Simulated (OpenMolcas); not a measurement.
**N II: effect of the basis set**

```
Program             : OpenMolcas
Method              : SS-RASPT2, IPEA 0.25 Eh, imaginary shift 0.1 Eh (closed shells correlated: 1s)
Active space        : 4 electrons in 9 orbitals (RAS2 2s 2p; RAS3 3d, at most 2 electrons)
State averaging     : 2S+1 = 3 even, 6 roots; 2S+1 = 1 even, 11 roots; 2S+1 = 5 odd, 1 root; 2S+1 = 3 odd, 9 roots; 2S+1 = 1 odd, 8 roots
Spin-orbit coupling : state interaction with AMFI integrals over the reference wave functions, term energies averaged over their components
```

A. ANO-RCC-VTZP [4s3p2d1f], DKH2, point nucleus; CASPT2 step about 20 core-seconds
B. ANO-R2 [4s4p2d1f], X2C, finite nucleus; CASPT2 step of the order of 26 core-seconds
C. ANO-RCC-VQZP [5s4p3d2f1g], DKH2, point nucleus; CASPT2 step of the order of 21 core-seconds
D. ANO-RCC [8s7p4d3f2g], DKH2, point nucleus; CASPT2 step of the order of 28 core-seconds

Energies in cm-1 above 2s2 2p2 3P0, the measured ground level; measured values from NIST Handbook of Basic Atomic Spectroscopic Data.

| Level | A | B | C | D | Measured |
| --- | --- | --- | --- | --- | --- |
| 2s2 2p2 3P0 | 0.0 | 0.0 | 0.0 | 0.0 | 0.0 |
| 2s2 2p2 3P1 | 43.6 | 43.7 | 44.2 | 44.1 | 48.7 |
| 2s2 2p2 3P2 | 130 | 130 | 131 | 131 | 131 |
| 2s2 2p2 1D2 | 15910 | 15850 | 15580 | 15520 | 15316 |
| 2s2 2p2 1S0 | 33440 | 33280 | 32910 | 32800 | 32689 |
| 2s 2p3 5S* 2 | 45150 | 45420 | 45650 | 45830 | 46785 |
| 2s 2p3 3D* 1 | 91900 | 92020 | 91730 | 91780 | 92251 |
| 2s 2p3 3D* 2 | 91900 | 92020 | 91730 | 91780 | 92250 |
| 2s 2p3 3D* 3 | 91900 | 92020 | 91730 | 91780 | 92236 |
| 2s 2p3 3P* 0 | 109710 | 110090 | 109170 | 109610 | 109223 |
| 2s 2p3 3P* 1 | 109710 | 110090 | 109170 | 109610 | 109216 |
| 2s 2p3 3P* 2 | 109710 | 110090 | 109170 | 109610 | 109217 |
| 2s 2p3 1D* 2 | 145350 | 145280 | 144570 | 144440 | 144188 |
| 2s 2p3 3S* 1 | 156850 | 156580 | 156070 | 156020 | 155127 |
| 2s 2p3 1P* 1 | 165780 | 165890 | 164510 | 164880 | 166766 |
| 2p4 3P2 | 221220 | 221160 | 220720 | 220870 |  |
| 2p4 3P1 | 221310 | 221250 | 220810 | 220950 |  |
| 2p4 3P0 | 221350 | 221290 | 220850 | 220990 |  |

Deviations, from unrounded energies. A percentage is the sum of absolute deviations over the sum of measured energies, with the sign that they share, or ± where signs differ.

| Against measurement | Levels | A | B | C | D |
| --- | --- | --- | --- | --- | --- |
| mean absolute deviation (cm-1) | 14 | 670 | 660 | 490 | 490 |
| fine structure of the ground term (%) | 2 | -3.5 | -3.3 | ±2.8 | ±2.7 |
| other terms of the ground configuration (%) | 2 | +2.8 | +2.3 | +1.0 | +0.7 |
| other configurations (%) | 10 | ±0.7 | ±0.7 | ±0.6 | ±0.6 |

C, D lie about equally close to measurement and A furthest from it. The largest miss of C in the table is 2s 2p3 1P* 1, by -2300 cm-1. The ranking rests on the paired levels alone, and a cruder setting can come out closer through cancelling errors.

The two smallest mean deviations differ by little beside CASPT2's spread within terms, so their order carries little weight.

Among A to D the level of the table that moves most is 2s 2p3 1P* 1, by 1400 cm-1 (lowest in C, highest in B). Moves below CASPT2's spread within the term are not significant.

CASPT2 does not keep the components of a term degenerate, so their means are used; among the terms shown or strongly mixed into the levels shown the widest spread is 23 cm-1 (2s2 2p2 1D, D). Active for correlation alone: 3d; no level in the range computed is led by a configuration that fills it, so any true level of that kind is missing. Computed and measured levels are paired by configuration, term and J; levels that our copy of the source lacks, or whose pairing is in doubt (as where it misses far off the trend of its configuration), stay unpaired and out of the deviations. Levels of configurations outside the active space are missing. Levels that lie high or do not pair safely by name in every column are left out.

* marks odd parity.
